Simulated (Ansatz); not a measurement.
Basis-set extrapolation for C2H4Cl2Si (`C=C[SiH](Cl)Cl`) (PBE0-D4/def2-TZVP geometry, frozen core, the Gaussian-basis code of Ansatz). Multiplicity 1, RHF reference.

```csv
,def2-TZVPP,def2-QZVPP
HF,-1286.158967,-1286.196983
MP2 correlation,-0.814888,-0.884825
CCSD(T) correlation,-0.911181,not run
```

Energies in hartree. Use E(X) = E(∞) + A·exp(−7.88·√X) for Hartree–Fock and E(X) = E(∞) + B·X^(−2.97) for correlation, with X = 3 and 4, and add CCSD(T) minus MP2 of the smaller set to the MP2 limit.

What is the CCSD(T) energy at the basis-set limit?

HF limit: -1286.196983 + (-0.038016) × 0.13774 = -1286.20222. MP2 limit: -0.884825 + (-0.069937) × 0.74074 = -0.93663. Higher-order term: -0.911181 − (-0.814888) = -0.09629. Total: -1287.23514 hartree, 103.5 kcal/mol below CCSD(T)/def2-TZVPP.
